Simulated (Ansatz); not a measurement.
Correlation energies of CH$_{3}$ClMoO$_{2}$S, SMILES `C[O][Mo](=[O])(=[S])[Cl]` by basis set

```xyz
9

C    -0.1716    0.0727    1.5770
O    -0.2008   -0.5808    0.3293
Mo    0.1808   -0.2439   -1.4265
O     1.0323   -1.5272   -2.0643
S     1.3812    1.4843   -1.5141
Cl   -1.7117    0.0914   -2.6035
H    -1.1984    0.2351    1.9129
H     0.3467   -0.5659    2.2952
H     0.3415    1.0343    1.4940
```

Charge 0, multiplicity 1. Correlated methods include outer-core shells of Mo, which these sets cover unevenly. Mo takes the def2 core potential. The geometry is a stationary point of PBE0-D4/def2-TZVP. It is one conformer, not always the lowest. Frozen core, restricted reference, Ansatz.

```csv
basis,HF (Eh),MP2 corr.,CCSD corr.,(T),CCSD(T) total
def2-SVP,?,-1.25673,?,-0.06680,?
def2-TZVPP,?,-1.64557,?,-0.10126,?
def2-QZVPP,-1114.13886,-1.77457,–,–,–
```

Task: Fill in the withheld values. (Estimate.)

Result: Computed: def2-SVP HF (Eh): -1113.53785; def2-SVP CCSD corr.: -1.20070; def2-SVP CCSD(T) total: -1114.80535; def2-TZVPP HF (Eh): -1114.10071; def2-TZVPP CCSD corr.: -1.57995; def2-TZVPP CCSD(T) total: -1115.78192.
